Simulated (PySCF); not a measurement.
**Shifts of the heteroatoms**

Atoms are numbered as in `[CH3:1][O:2][C@@H:3]1[CH2:4][Si@@H:5]1[O:6][SiH3:7]`. Each H is labelled by its parent atom. Ha(C4) is cis to O2 on the ring; Hb(C4) is trans to O2 on the ring.

In vacuum, non-relativistic, single conformer, equivalent nuclei averaged. σ from GIAO-PBE0/pcSseg-1; structure optimised with GFN2-xTB; PySCF 2.14.

(1) Where does ²⁹Si resonate?

(2) Predict the ¹⁷O NMR data.

## Answers

(1) 
```tsv
atoms	environment	σ (ppm)	δ (ppm)
Si7	silicon bonded to O, 3 H	387.0	-38.1
Si5	silicon bonded to 2 C, O, H, in a 3-membered ring	427.1	-71.1
```

Shieldings were converted by a linear fit to measured shifts: ²⁹Si (scatter 8.9 ppm rms, 25.8 ppm with the 6 outliers that the fit left out vs TMS, solution or neat liquid). Occasional misses reach two or three times the rms, and more in compound classes unlike the fitted ones.

On a 400 MHz spectrometer ²⁹Si resonates near 79.5 MHz, so 1 ppm is 79.5 Hz.

(2) 
```
atoms            environment  σ (ppm)  δ (ppm)
   O2           ether oxygen    311.2    -16.8
   O6  oxygen bonded to 2 Si    361.1    -62.2
```

Shieldings were converted by a linear fit to measured shifts: ¹⁷O (scatter 10.7 ppm rms, 12.2 ppm with the 3 outliers that the fit left out vs liquid water, solution or neat liquid). A few per cent of atoms miss by over 2 rms, more outside the fitted compound classes.

On a 500 MHz spectrometer ¹⁷O resonates near 67.8 MHz, so 1 ppm is 67.8 Hz.
